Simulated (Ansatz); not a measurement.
FH2ISn, SMILES `[F][SnH2][I]` at its PBE0-D4/def2-TZVP geometry, where that method's forces vanish. Charge 0, multiplicity 1. Sn, I: def2 effective core potential.

```xyz
5

F     1.1848   -1.4126   -0.3109
Sn    0.0054    0.0955   -0.2012
I    -0.9448    0.0884    2.2809
H     0.9908    1.4539   -0.4557
H    -1.2363   -0.2253   -1.3131
```

Task: What forces (eV/Å) does ωB97M-V/def2-TZVPP give on these atoms in the Gaussian-basis code of Ansatz? (Estimate.)

Result: Computed: 
```
F1   0.008 -0.017  0.012
Sn2 -0.069  0.099 -0.014
I3   0.047 -0.005 -0.113
H4  -0.085 -0.107  0.022
H5   0.098  0.031  0.092
```
